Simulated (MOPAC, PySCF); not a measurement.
C$_{4}$H$_{12}$O$_{2}$Sn, SMILES `C[O][Sn]([CH3])([CH3])[O]C` (C–O–Sn–O torsion 59°, O–Sn–O–C torsion 58°), neutral singlet in the gas phase. 

Cartesian coordinates (Å):
```xyz
19

C      1.7584    -1.7828     0.3721
O      0.8956    -0.9340     1.0851
Sn     0.0472     0.6216     0.1552
C      1.5141     1.8037    -0.8635
C     -1.2648     1.3976     1.6598
O     -0.9847    -0.1833    -1.3586
C     -1.9852    -1.1321    -1.0904
H      2.6444    -1.2569    -0.0437
H      2.1379    -2.5628     1.0564
H      1.2578    -2.2975    -0.4735
H      1.3352     2.8752    -0.6974
H      1.4359     1.5781    -1.9365
H      2.5180     1.5410    -0.5009
H     -0.9610     2.4103     1.9595
H     -2.2936     1.4248     1.2734
H     -1.2118     0.7232     2.5262
H     -2.8006    -0.7382    -0.4466
H     -1.5940    -2.0463    -0.5988
H     -2.4486    -1.4417    -2.0444
```
Charge 0, multiplicity 1.

All levels are single points at this geometry (r2SCAN-D4/def2-SVP); Pople sets use spherical d functions. Orbital energies aren't observables, and empty levels follow the basis.

PBE-D3(BJ)/def2-TZVP in PySCF gives gap (eV) = 4.65.

Task: Estimate the gap (eV) from each of these levels: r2SCAN-D4/def2-TZVP in PySCF; BP86/6-31G* (LANL2DZ on Sn) in PySCF; PBE/6-31G* (LANL2DZ on Sn) in PySCF; SVWN5/6-31G* (LANL2DZ on Sn) in PySCF; PM3 in MOPAC.

Result: 
```csv
level,gap (eV)
r2SCAN-D4/def2-TZVP in PySCF,5.31
BP86/6-31G* (LANL2DZ on Sn) in PySCF,4.99
PBE/6-31G* (LANL2DZ on Sn) in PySCF,4.95
SVWN5/6-31G* (LANL2DZ on Sn) in PySCF,4.93
PM3 in MOPAC,9.57
```
